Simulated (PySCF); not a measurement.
**Polarisability and C₆ of Ni²⁺ (nickel, charge +2)**

[Ar] 3d8, high-spin 3F determinant. All numbers are calculated (PySCF 2.14, the non-relativistic Hamiltonian (point nucleus), in def2-QZVPPD (11s6p5d4f2g, 100 functions)). Coupled (time-dependent) response in atomic units; α is the mean over directions.

| method | mean α (bohr³) | C₆ (like pair) | S(−4) |
| --- | --- | --- | --- |
| UHF | 2.623 | 7.122 | 2.900 |
| PBE | 3.407 | 9.495 | 6.288 |

S(−4) is the Cauchy moment in α(ω) = α(0) + S(−4) ω² + …

α(iu) at PBE:

```
u (hartree)  α(iu) (bohr³)
          0          3.407
     0.0500          3.392
      0.100          3.346
      0.200          3.185
      0.300          2.968
      0.500          2.517
      0.750          2.059
       1.00          1.720
       1.50          1.268
       2.00         0.9825
       3.00         0.6432
       5.00         0.3369
```

For an ion, C₆ is the dispersion term alone; charge-induced terms of lower order in 1/R come first.
